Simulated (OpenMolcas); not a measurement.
## What dynamic correlation does to the levels of O3+

```yaml
Program: OpenMolcas
Basis: ANO-RCC-VTZP [4s3p2d1f]
Scalar_Hamiltonian: DKH2, point nucleus
Active_space: 3 electrons in 9 orbitals (RAS2 2s 2p; RAS3 3d, at most 2 electrons)
State_averaging: 2S+1 = 4 odd, 1 root; 2S+1 = 2 odd, 11 roots; 2S+1 = 4 even, 3 roots; 2S+1 = 2 even, 9 roots
Spin-orbit_coupling: RASSI with atomic mean-field integrals over the reference wave functions, term energies averaged over their components
```

Methods on the same reference wave functions:
A. RASSCF
B. SS-RASPT2, IPEA 0.25 Eh, imaginary shift 0.1 Eh (closed shells correlated: 1s)
C. MS-RASPT2, IPEA 0.25 Eh, imaginary shift 0.1 Eh (closed shells correlated: 1s)
D. XMS-RASPT2, IPEA 0.25 Eh, imaginary shift 0.1 Eh (closed shells correlated: 1s)

Energies in cm⁻¹ above 2s² 2p ²P°_1/2, the measured ground level; measured values from Moore, Selected Tables of Atomic Spectra, NSRDS-NBS 3, section 10.

```json
{"Level": "2s² 2p ²P°_1/2", "A": "0.0", "B": "0.0", "C": "0.0", "D": "0.0", "Measured": "0.0"}
{"Level": "2s² 2p ²P°_3/2", "A": "358", "B": "358", "C": "359", "D": "359", "Measured": "386"}
{"Level": "2s 2p² ⁴P_1/2", "A": "69619", "B": "70830", "C": "70830", "D": "71100", "Measured": "71440"}
{"Level": "2s 2p² ⁴P_3/2", "A": "69750", "B": "70960", "C": "70960", "D": "71230", "Measured": "71570"}
{"Level": "2s 2p² ⁴P_5/2", "A": "69966", "B": "71170", "C": "71180", "D": "71450", "Measured": "71756"}
{"Level": "2s 2p² ²D_3/2", "A": "129162", "B": "127950", "C": "127960", "D": "128120", "Measured": "126950"}
{"Level": "2s 2p² ²D_5/2", "A": "129164", "B": "127960", "C": "127960", "D": "128130", "Measured": "126936"}
{"Level": "2s 2p² ²S_1/2", "A": "170292", "B": "166530", "C": "166540", "D": "166870", "Measured": "164366"}
{"Level": "2s 2p² ²P_1/2", "A": "183996", "B": "182250", "C": "182250", "D": "182480", "Measured": "180481"}
{"Level": "2s 2p² ²P_3/2", "A": "184244", "B": "182500", "C": "182500", "D": "182730", "Measured": "180724"}
{"Level": "2p³ ⁴S°_3/2", "A": "231697", "B": "231760", "C": "231770", "D": "232100", "Measured": "231538"}
{"Level": "2p³ ²D°_3/2", "A": "257961", "B": "256470", "C": "256480", "D": "256730", "Measured": "255185"}
{"Level": "2p³ ²D°_5/2", "A": "257965", "B": "256480", "C": "256480", "D": "256730", "Measured": "255156"}
{"Level": "2p³ ²P°_1/2", "A": "295443", "B": "291720", "C": "291730", "D": "291800", "Measured": "289015"}
{"Level": "2p³ ²P°_3/2", "A": "295459", "B": "291730", "C": "291740", "D": "291820", "Measured": "289024"}
```

Deviations, from unrounded energies. A percentage is the sum of absolute deviations over the sum of measured energies, with the sign that they share, or ± where signs differ.

```
                  Against measurement  Levels     A     B     C     D
       mean absolute deviation (cm-1)      14  3000  1300  1300  1400
fine structure of the ground term (%)       1  -7.1  -7.1  -7.0  -7.0
             other configurations (%)      13  ±1.8  ±0.8  ±0.8  ±0.8
```

B, C lie about equally close to measurement and A furthest from it. The largest miss of B in the table is 2p³ ²P°_3/2, by +2700 cm-1. The ranking rests on the paired levels alone, and a cruder setting can come out closer through cancelling errors.

Among B to D the level of the table that moves most is 2s 2p² ²S_1/2, by 340 cm-1 (lowest in B, highest in D). Moves below CASPT2's spread within the term are not significant.

The two smallest mean deviations differ by little beside CASPT2's spread within terms, so their order carries little weight.

The lowest spin-free term lies below A's lowest term by 0.015 hartree in B, 0.015 hartree in C, 0.016 hartree in D.

Term energies are means over components that CASPT2 splits; among the terms shown or strongly mixed into the levels shown the widest spread is 12 cm-1 (2p³ ²D°, C). Active for correlation alone: 3d; no level in the range computed is led by a configuration that fills it, so any true level of that kind is missing. Measured partners are found by configuration, term and J. A level has none where our copy of the source lacks it or the pairing is in doubt (some pairs that miss far off the trend of their configuration count as doubtful), and it then counts in no deviation. Levels of configurations outside the active space are missing.

° marks odd parity.
